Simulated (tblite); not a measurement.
Species: C5H9Ge2N.
Numbering: `[CH:1]#[C:2][GeH2:3][NH:4][GeH2:5][C:6]#[C:7][CH3:8]` (hydrogens: H9 on C1; H10, H11 on Ge3; H12 on N4; H13, H14 on Ge5; H15, H16, H17 on C8)

Cartesian coordinates in Å at the GFN2-xTB level; atoms count from 1:
```
atom  x, y, z in Å
C1    -1.9109    1.8447    0.6322
C2    -2.0767    0.6537    0.6013
Ge3   -2.2477   -1.2454    0.5836
N4    -0.6921   -2.0983    0.9736
Ge5    0.7842   -2.0278   -0.0974
C6     1.4452   -0.2576   -0.2606
C7     1.7551    0.9073   -0.3062
C8     2.1565    2.2944   -0.3770
H9    -1.7913    2.8912    0.6531
H10   -2.6531   -1.6756   -0.7920
H11   -3.2454   -1.6530    1.6327
H12   -0.4777   -2.1253    1.9603
H13    1.8124   -2.9215    0.5404
H14    0.3595   -2.5282   -1.4449
H15    2.5152    2.5293   -1.3787
H16    2.9532    2.4887    0.3404
H17    1.3066    2.9353   -0.1445
```

All values are computed: GFN2-xTB (tblite) harmonic vibrations without scaling, gas phase. The method is semi-empirical: single wavenumbers can be off by several per cent or more. Modes of hydrogen on germanium can be 10 to 20 % off. One conformer, not necessarily the lowest. The optimisation stopped once no atom felt more than 0.01 eV/Å.

Lowest wavenumbers of the output (negative numbers stand for imaginary wavenumbers):
```
mode    cm-1
  1     -41.4
  2      13.5
  3      35.6
  4      58.9
  5     111.7
  6     125.5
  7     137.8
  8     192.9
  9     224.1
 10     285.6
```

Q: Is this structure a minimum?

A: Not by this Hessian. 1 mode is imaginary beyond 20i (41i cm⁻¹), so at this level the point lies at or near a first-order saddle. The curvature is small, so loose convergence or finite differences may be the whole cause.

Q: Which atoms move in the imaginary mode?

A: 41i: H17 (methyl hydrogen) 35 %, H16 (methyl hydrogen) 32 %, H15 (methyl hydrogen) 30 %. These are shares of the mass-weighted motion.

Q: What is the remedy?

A: Step along that mode in both directions, optimise again with tighter thresholds and repeat the frequencies. The zero-point energy of this point (68.1 kcal/mol) counts the 44 real modes alone, and thermal corrections from it aren't those of a minimum.
